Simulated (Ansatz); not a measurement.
`C=C[SiH2][S][AlH2]` + `O[SiH3]` → `C=C[SiH2]O[SiH3]` + `[AlH2][SH]`  (ligand exchange at the Si–S bond)

Calculated with Ansatz (gas phase, PBE0-D4/def2-TZVP geometries, no zero-point term in ΔE). CBS: MP2 limit from def2 TZ/QZ plus the TZ coupled-cluster correction, frozen cores. This one scheme is used for every species. Functionals use def2-TZVPP. B3LYP here is the variant with VWN-RPA as its local correlation; programs differ in this. One conformer a species, not always the lowest.

`C=C[SiH2][S][AlH2]`:

```xyz
12

C     1.232   -1.093    0.992
C     1.366    0.188    0.664
Si   -0.047    1.363    0.379
S    -1.930    0.351    0.441
Al   -1.812   -0.629   -1.504
H     2.089   -1.741    1.153
H     0.252   -1.545    1.124
H     2.374    0.590    0.556
H    -0.082    2.396    1.446
H     0.139    2.051   -0.926
H    -2.988   -1.619   -1.868
H    -0.592   -0.312   -2.457
```

`O[SiH3]`:

Cartesian coordinates in Å:
```
O 0.933 -0.026 0.878
Si -0.261 0.176 -0.239
H 1.197 -0.921 1.095
H 0.117 -0.402 -1.558
H -0.453 1.638 -0.368
H -1.533 -0.466 0.193
```

`C=C[SiH2]O[SiH3]`:

Z-matrix (Å, degrees):
```
Si
C 1 1.853
O 1 1.636 2 109.7
H 1 1.486 2 110.6 3 119.4
H 1 1.490 2 110.0 3 -120.8
C 2 1.330 1 123.1 3 -0.7
H 2 1.090 1 118.6 3 179.2
Si 3 1.633 1 145.9 2 -94.5
H 6 1.086 2 122.3 1 179.8
H 6 1.086 2 121.6 1 -0.4
H 8 1.486 3 109.5 1 104.6
H 8 1.484 3 109.0 1 -136.0
H 8 1.487 3 110.4 1 -15.6
```

`[AlH2][SH]`:

```xyz
5

Al   -0.573    0.019    0.309
S     1.505    0.557   -0.077
H    -1.273    0.738    1.528
H    -1.273   -1.044   -0.628
H     1.615   -0.270   -1.131
```

| level | ΔE (kcal/mol) |
| --- | --- |
| B3LYP-D4 | -11.6 |
| B2PLYP | -12.2 |
| r2SCAN | -10.1 |
| PBE0 | -8.7 |
| B3LYP | -13.0 |
| CCSD/def2-TZVPP | -12.4 |
| HF/def2-QZVPP | -17.5 |
| MP2/CBS(def2) | -9.0 |

Question: What does CCSD(T)/CBS give? (Best estimate.)

Answer: The calculation gave: -10.4 kcal/mol. The listed levels differ from it by -1.2, -1.8, 0.3, 1.7, -2.6, -2.0, -7.1, 1.4 kcal/mol.

Largest T1 diagnostic among the species: 0.012.

In def2-TZVPP, CCSD(T) changes the Hartree–Fock value by +5.7 kcal/mol (the triples alone add +1.2 kcal/mol) and MP2 by +7.2 kcal/mol. The D4 term adds +1.3 kcal/mol with B3LYP and +0.7 kcal/mol with PBE0; it sums over pairs of atoms, weighted by their polarisabilities, and B3LYP, whose exchange is more repulsive, gets the larger term.
